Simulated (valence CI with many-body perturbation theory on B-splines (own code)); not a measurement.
# Energy levels of C

Level of theory: valence CI with perturbative core correlation (CI+MBPT): four valence electrons over a frozen Dirac-Fock core [He], radial functions for each j: 9 s, 9 p, 8 d, 6 f, 3 g, 1 h, with the one-electron correlation potential Σ1, the two-electron term Σ2, the three-electron term Σ3, Breit, model QED; selected CI, second order for the rest, scaled by the run's own slope (own B-spline code, finite nucleus).

Set against measurement, 36 paired levels are off by 53 cm⁻¹ on average, the worst by 130. These come from a selection out of the NIST Handbook of Basic Atomic Spectroscopic Data. Levels without a partner in it may be off by more. Among the levels kept, up to 640 cm⁻¹ of a level comes from second order outside the variational space, and about a tenth of that is noise between levels of different J, which matters for small intervals.

Levels 1 to 45 of 50, with energies above the lowest level, 2s2.2p2 3P_0. "Leading %" is the weight of the configuration and term that name the level; weights of strongly mixed levels are sums over their largest components and can fall short, so below about 35 % the name and the second component can differ from the true leading terms, or belong to a minority configuration. In the jj column 3d3/2^4 stands for four electrons in 3d with j = 3/2. Lifetimes count E1, E2, E3, M1 and M2 decay at the calculated energies, and are blank where another channel may lead or the interval is too uncertain; long ones can be off by a factor of two.

| No. | Configuration | Term | J | E (eV) | Leading % | Lifetime | g | Leading jj |
| --- | --- | --- | --- | --- | --- | --- | --- | --- |
| 1 | 2s2.2p2 | 3P | 0 | 0.000 | 94 |  |  | 2s^2 2p1/2^2 (63 %) |
| 2 | 2s2.2p2 | 3P | 1 | 0.002 | 94 |  | 1.501 | 2s^2 2p1/2 2p3/2 (94 %) |
| 3 | 2s2.2p2 | 3P | 2 | 0.006 | 94 |  | 1.501 | 2s^2 2p3/2^2 (63 %) |
| 4 | 2s2.2p2 | 1D | 2 | 1.274 | 94 | 3850 s | 1.000 | 2s^2 2p1/2 2p3/2 (62 %) |
| 5 | 2s2.2p2 | 1S | 0 | 2.700 | 90 | 1.63 s |  | 2s^2 2p3/2^2 (60 %) |
| 6 | 2s.2p3 | 5S° | 2 | 4.167 | 98 | 38.6 ms | 2.002 | 2s 2p1/2 2p3/2^2 (54 %) |
| 7 | 2s2.2p.3s | 3P° | 0 | 7.471 | 88 | 2.98 ns |  | 2s^2 2p1/2 3s (88 %) |
| 8 | 2s2.2p.3s | 3P° | 1 | 7.474 | 88 | 2.99 ns | 1.501 | 2s^2 2p1/2 3s (60 %) |
| 9 | 2s2.2p.3s | 3P° | 2 | 7.479 | 88 | 2.99 ns | 1.501 | 2s^2 2p3/2 3s (88 %) |
| 10 | 2s2.2p.3s | 1P° | 1 | 7.677 | 89 | 2.77 ns | 1.000 | 2s^2 2p3/2 3s (61 %) |
| 11 | 2s.2p3 | 3D° | 3 | 7.946 | 90 | 8.03 ns | 1.334 | 2s 2p1/2 2p3/2^2 (90 %) |
| 12 | 2s.2p3 | 3D° | 2 | 7.947 | 90 | 7.94 ns | 1.167 | 2s 2p1/2 2p3/2^2 (60 %) |
| 13 | 2s.2p3 | 3D° | 1 | 7.947 | 90 | 7.95 ns | 0.499 | 2s 2p1/2 2p3/2^2 (40 %) |
| 14 | 2s2.2p.3p | 1P | 1 | 8.531 | 89 | 118 ns | 1.000 | 2s^2 2p3/2 3p3/2 (48 %) |
| 15 | 2s2.2p.3p | 3D | 1 | 8.634 | 90 | 55.4 ns | 0.499 | 2s^2 2p1/2 3p1/2 (64 %) |
| 16 | 2s2.2p.3p | 3D | 2 | 8.637 | 90 | 55.3 ns | 1.167 | 2s^2 2p1/2 3p3/2 (46 %) |
| 17 | 2s2.2p.3p | 3D | 3 | 8.641 | 90 | 55.3 ns | 1.334 | 2s^2 2p3/2 3p3/2 (90 %) |
| 18 | 2s2.2p.3p | 3S | 1 | 8.763 | 90 | 42.9 ns | 2.001 | 2s^2 2p3/2 3p3/2 (34 %) |
| 19 | 2s2.2p.3p | 3P | 0 | 8.838 | 88 | 33.8 ns |  | 2s^2 2p1/2 3p1/2 (60 %) |
| 20 | 2s2.2p.3p | 3P | 1 | 8.840 | 89 | 33.7 ns | 1.502 | 2s^2 2p3/2 3p1/2 (47 %) |
| 21 | 2s2.2p.3p | 3P | 2 | 8.843 | 89 | 33.6 ns | 1.501 | 2s^2 2p3/2 3p3/2 (58 %) |
| 22 | 2s2.2p.3p | 1D | 2 | 8.998 | 88 | 34.9 ns | 1.000 | 2s^2 2p3/2 3p3/2 (30 %) |
| 23 | 2s2.2p.3p | 1S | 0 | 9.172 | 83 | 28.9 ns |  | 2s^2 2p3/2 3p3/2 (56 %) |
| 24 | 2s.2p3 | 3P° | 0 | 9.337 | 66 | 4.27 ns |  | 2s 2p1/2 2p3/2^2 (66 %) |
| 25 | 2s.2p3 | 3P° | 1 | 9.338 | 67 | 4.13 ns | 1.501 | 2s 2p1/2 2p3/2^2 (45 %) |
| 26 | 2s.2p3 | 3P° | 2 | 9.338 | 67 | 4.27 ns | 1.501 | 2s 2p3/2^3 (34 %) |
| 27 | 2s2.2p.3d | 1D° | 2 | 9.627 | 88 | 17.0 ns | 1.000 | 2s^2 2p3/2 3d5/2 (39 %) |
| 28 | 2s2.2p.4s | 3P° | 0 | 9.674 | 70 | 9.59 ns |  | 2s^2 2p1/2 4s (70 %) |
| 29 | 2s2.2p.4s | 3P° | 1 | 9.676 | 69 | 9.56 ns | 1.494 | 2s^2 2p1/2 4s (54 %) |
| 30 | 2s2.2p.4s | 3P° | 2 | 9.679 | 69 | 8.92 ns | 1.499 | 2s^2 2p3/2 4s (69 %) |
| 31 | 2s2.2p.3d | 3F° | 2 | 9.691 | 87 | 29.9 ns | 0.681 | 2s^2 2p1/2 3d3/2 (67 %) |
| 32 | 2s2.2p.3d | 3F° | 3 | 9.692 | 84 | 24.3 ns | 1.096 | 2s^2 2p1/2 3d5/2 (58 %) |
| 33 | 2s2.2p.3d | 3F° | 4 | 9.695 | 90 | 36.9 ns | 1.251 | 2s^2 2p3/2 3d5/2 (90 %) |
| 34 | 2s2.2p.3d | 3D° | 1 | 9.701 | 68 | 4.65 ns | 0.611 | 2s^2 2p1/2 3d3/2 (51 %) |
| 35 | 2s2.2p.4s | 1P° | 1 | 9.703 | 60 | 8.47 ns | 0.896 | 2s^2 2p3/2 4s (46 %) |
| 36 | 2s2.2p.3d | 3D° | 2 | 9.703 | 85 | 4.01 ns | 1.154 | 2s^2 2p3/2 3d3/2 (57 %) |
| 37 | 2s2.2p.3d | 3D° | 3 | 9.704 | 83 | 4.10 ns | 1.319 | 2s^2 2p3/2 3d5/2 (61 %) |
| 38 | 2s2.2p.3d | 1F° | 3 | 9.731 | 88 | 5.06 ns | 1.002 | 2s^2 2p3/2 3d3/2 (40 %) |
| 39 | 2s2.2p.3d | 1P° | 1 | 9.755 | 76 | 6.04 ns | 0.999 | 2s^2 2p3/2 3d5/2 (48 %) |
| 40 | 2s2.2p.3d | 3P° | 0 | 9.834 | 59 | 4.84 ns |  | 2s^2 2p3/2 3d3/2 (59 %) |
| 41 | 2s2.2p.3d | 3P° | 2 | 9.835 | 57 | 4.92 ns | 1.501 | 2s^2 2p1/2 3d5/2 (26 %) |
| 42 | 2s2.2p.3d | 3P° | 1 | 9.836 | 58 | 4.57 ns | 1.501 | 2s^2 2p3/2 3d3/2 (32 %) |
| 43 | 2s2.2p.4p | 1P | 1 | 9.983 | 87 | 249 ns | 0.997 | 2s^2 2p3/2 4p3/2 (42 %) |
| 44 | 2s2.2p.4p | 3D | 1 | 10.008 | 88 | 235 ns | 0.504 | 2s^2 2p1/2 4p1/2 (58 %) |
| 45 | 2s2.2p.4p | 3D | 2 | 10.011 | 89 | 233 ns | 1.167 | 2s^2 2p1/2 4p3/2 (48 %) |

Names give the largest LS component (configuration and term), which can be under half, so a name can repeat, a term be missing and a line seem to break the LS rules; names also repeat where a configuration has a term twice.

Where two levels of one J and parity lie close, their mixing, g and order are uncertain.

The ionisation energy to 2s2.2p 2P°_1/2 of the next ion comes out as 11.25 eV (NIST: 11.2603 eV (measured)). All 50 levels together are meant to be complete up to 10.090 eV.
